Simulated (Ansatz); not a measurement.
Reaction (ligand exchange at a P–S bond): `PBSP` + H₂Se → `P[SeH]` + `PBS`

Computed with Ansatz on PBE0-D4/def2-TZVP structures; ΔE is electronic, products minus reactants. CCSD(T)/CBS adds triple-zeta CCSD(T) − MP2 to the extrapolated MP2 energy (def2 sets, frozen cores). Functionals use def2-TZVPP. B3LYP here is the variant with VWN-RPA as its local correlation; programs differ in this. HSE06 is defined as in plane-wave codes. For Se outer-core shells are correlated without core-valence functions, which leaves a few kJ/mol of doubt a bond. Scalar relativity is left out up to krypton. One conformer a species, not always the lowest.

```tsv
level	ΔE (kcal/mol)	difference from CCSD(T)/CBS
BHLYP-D4	-3.5	-0.3
ωB97M-V	-3.3	-0.1
B2PLYP	-3.5	-0.3
PBE-QIDH	-3.4	-0.2
PBE	-3.6	-0.4
B3LYP	-4.0	-0.8
r2SCANh	-3.6	-0.4
HSE06	-3.8	-0.6
BHLYP	-4.1	-0.9
RPA@PBE/def2-TZVPP	-3.3	-0.1
CCSD(T)/def2-SVP	-3.5	-0.3
HF/def2-TZVPP	-4.4	-1.2
SCS-MP2/def2-TZVPP	-3.2	0.0
HF/CBS(def2)	-4.5	-1.3
MP2/CBS(def2)	-2.9	0.3
CCSD/CBS(def2)	-3.6	-0.4
CCSD(T)/CBS	-3.2	0
```

Largest T1 diagnostic among the species: 0.016.

Leaving LDA and LC-ωPBE aside and taking each functional with its dispersion term where it has one, the values, not all of them listed here, spread over 0.8 kcal/mol, from B2PLYP to revPBE-D4. LDA lies +0.9 kcal/mol from PBE without D4. In def2-TZVPP, CCSD(T) changes the Hartree–Fock value by +1.3 kcal/mol (the triples alone add +0.4 kcal/mol) and MP2 by +1.5 kcal/mol. The D4 term adds +0.8 kcal/mol with B3LYP and +0.5 kcal/mol with PBE0; it sums over pairs of atoms, weighted by their polarisabilities, and B3LYP, whose exchange is more repulsive, gets the larger term.
